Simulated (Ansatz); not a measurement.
Relaxation of H8N2OSi (12 atoms, charge 0, multiplicity 1), to a largest force component of 0.03 eV/Å in at most 50 steps.

These are results of RKS B3LYP/6-31G* in Ansatz 0.2.0, not measurements.

```xyz
12
Properties=species:S:1:pos:R:3
Si 0.012 -0.387 -0.564
O 0.477 0.077 2.246
H -0.458 0.328 2.144
N 1.717 -0.163 -0.759
H 2.259 0.079 0.062
H 2.051 0.346 -1.570
N -1.005 0.964 -0.102
H -1.601 1.341 -0.832
H -0.571 1.724 0.411
H -0.527 -0.820 -1.883
H -0.155 -1.492 0.392
H 0.451 -0.890 2.053
```

Where does it end, and by what steps?

The run converged. After 48 steps the energy has fallen by 0.179 eV; O2 moved furthest, 2.09 Å.

```
step  energy less start (eV)  largest force component (eV/Å)  accepted
   0                  0.0000                           0.813       yes
   2                 -0.0824                           0.446       yes
   4                 -0.1025                           0.131       yes
   6                 -0.1151                           0.577       yes
   8                 -0.1314                           0.444       yes
  10                 -0.1376                           0.173       yes
  12                 -0.1390                           0.218       yes
  14                 -0.1425                           0.048       yes
  16                 -0.1439                           0.040       yes
  18                 -0.1448                           0.204        no
  20                 -0.1469                           0.129       yes
  22                 -0.1491                           0.233       yes
  24                 -0.1521                           0.240       yes
  26                 -0.1476                           0.270        no
  28                 -0.1570                           0.201       yes
  30                 -0.1605                           0.240       yes
  32                 -0.1641                           0.279       yes
  34                 -0.1679                           0.056       yes
  36                 -0.1705                           0.153       yes
  38                 -0.1729                           0.219       yes
  40                 -0.1745                           0.229       yes
  42                 -0.1766                           0.081       yes
  44                 -0.1776                           0.326        no
  46                 -0.1784                           0.190        no
  48                 -0.1788                           0.016       yes
```

```xyz
12
Properties=species:S:1:pos:R:3
Si 0.587 -0.404 -0.568
O -1.510 0.129 2.909
H -1.115 0.288 2.027
N 1.667 -0.095 -1.884
H 2.629 0.175 -1.718
H 1.332 0.270 -2.767
N -0.121 0.894 0.380
H -0.818 1.481 -0.071
H 0.504 1.482 0.924
H -0.581 -1.114 -1.141
H 1.364 -1.202 0.411
H -1.291 -0.796 3.094
```

Whether the end is a true minimum wasn't checked by a vibrational analysis.

The run took 2.5 min on 1 thread of Intel(R) Xeon(R) CPU @ 2.60GHz (Ice Lake), on a shared host, peak memory 0.17 GiB.
